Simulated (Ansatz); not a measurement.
Compare A (`C[CH2][AlH][SiH3]`) with its isomer B (`C[SiH2][CH2][AlH2]`).

Calculated with Ansatz (gas phase, PBE0-D4/def2-TZVP geometries, no zero-point term in ΔE). CCSD(T)/CBS adds triple-zeta CCSD(T) − MP2 to the extrapolated MP2 energy (def2 sets, frozen cores). DFT in def2-TZVPP. B3LYP here is the variant with VWN-RPA as its local correlation; programs differ in this. One conformer a species, not always the lowest.

A:

Z-matrix (Å, degrees):
```
C
C 1 1.527
H 1 1.094 2 111.7
H 1 1.094 2 112.3 3 -120.3
H 1 1.094 2 111.7 3 119.3
Al 2 1.961 1 116.6 3 -59.8
H 2 1.099 1 110.5 3 63.0
H 2 1.099 1 110.5 3 177.6
Si 6 2.463 2 119.5 1 -0.3
H 6 1.594 2 119.5 1 179.7
H 9 1.491 6 114.2 2 -179.4
H 9 1.494 6 110.8 2 59.5
H 9 1.494 6 110.9 2 -58.3
```

B:

```xyz
13

C     0.421    1.641    0.856
Si   -0.402    0.839   -0.621
C    -0.904   -0.921   -0.234
Al    0.627   -2.118   -0.152
H    -0.270    1.691    1.702
H     1.300    1.076    1.176
H     0.740    2.659    0.621
H     0.560    0.836   -1.767
H    -1.571    1.661   -1.048
H    -1.438   -0.907    0.723
H    -1.598   -1.269   -1.007
H     0.949   -3.090   -1.366
H     1.586   -2.096    1.116
```

**Question.** Which is lower in electronic energy at CCSD(T)/CBS, and by how much? (An estimate is asked.)

**Answer.** The calculation gave: B, by 15.1 kcal/mol.

**Question.** Give E(B) − E(A) in kcal/mol with r2SCAN-D4, B3LYP, MP2/def2-TZVPP, PBE-D4, HF/def2-TZVPP, PBE0-D4, B3LYP-D4. (Estimate.)

**Answer.** The calculation gave: r2SCAN-D4 -14.9, B3LYP -13.3, MP2/def2-TZVPP -17.1, PBE-D4 -11.8, HF/def2-TZVPP -15.0, PBE0-D4 -12.9, B3LYP-D4 -14.3. None reverses the order clearly.

Largest T1 diagnostic: 0.011.

From PBE to PBE0 (25 % exact exchange), in def2-TZVPP and without D4, E(B) − E(A) moves by −1.2 kcal/mol. The D4 term adds −1.0 kcal/mol with B3LYP and −0.5 kcal/mol with PBE0; it sums over pairs of atoms, weighted by their polarisabilities, and B3LYP, whose exchange is more repulsive, gets the larger term.
